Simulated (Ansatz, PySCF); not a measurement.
This Ansatz (a program for electronic structure) input computes a BLYP/def2-TZVPD energy:

Ansatz 0.2 input:
```yaml
crystal:
  periodic: [false, false, false]
  atoms:
    - {symbol: O, position_ang: [-1.41870754, 0.58902210, 0.00232765]}
    - {symbol: Se, position_ang: [0.01180350, -0.30243437, 0.00972876]}
    - {symbol: O, position_ang: [1.36854264, 0.69632397, -0.04367488]}
basis:
  gaussian:
    orbitals: def2-TZVPD
hamiltonian:
  xc: {name: BLYP}
total_charge: -1
magnetization: {spin_polarized: true, initial_magnetization: 1}
output: {forces: true}
```

Task: Write an input for the same energy in PySCF and say what it gives.

Result: 
```python
from pyscf import gto, scf, dft

mol = gto.M(
    atom='''
    O    -1.41870754    0.58902210    0.00232765
    Se    0.01180350   -0.30243437    0.00972876
    O     1.36854264    0.69632397   -0.04367488
    ''',
    basis='def2-tzvpd',
    charge=-1,
    spin=1,
    verbose=4,
)

mf = dft.UKS(mol, xc='blyp').density_fit(auxbasis='def2-universal-jkfit')
mf.grids.level = 3
mf.conv_tol = 1e-9
mf.max_cycle = 100
mf.max_memory = 1500
mf.kernel()
if not mf.converged:
    mf = mf.newton()
    mf.kernel(mf.make_rdm1())
for _ in range(2):
    mo, _, stable, _ = mf.stability(return_status=True)
    if stable:
        break
    mf.kernel(mf.make_rdm1(mo, mf.mo_occ))
mf.analyze()
```
It gives -2552.12084 Eh, and Ansatz -2552.12079 Eh, a difference of 0.05 mEh, from the treatment of integrals and grids.
